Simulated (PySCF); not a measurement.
A calculated (UHF, PySCF 2.14, x2c-SVPall, the spin-free X2C one-electron Hamiltonian (Gaussian nucleus)) atom or ion has these occupied shells.

| shell | electrons | orbital energy (eV) | rms radius, mean of both spins (bohr) |
| --- | --- | --- | --- |
| 1s α | 1 | -444.44 | 0.265 |
| 1s β | 1 | -442.32 | 0.265 |
| 2s α | 1 | -43.703 | 1.39 |
| 2s β | 1 | -35.160 | 1.39 |
| 2p α | 2 | -30.496 | 1.40 |

(1) Name the element and its charge.

## Answers

(1) N⁺ (nitrogen, charge +1), in [He] 2s2 2p2, high-spin 3P determinant.
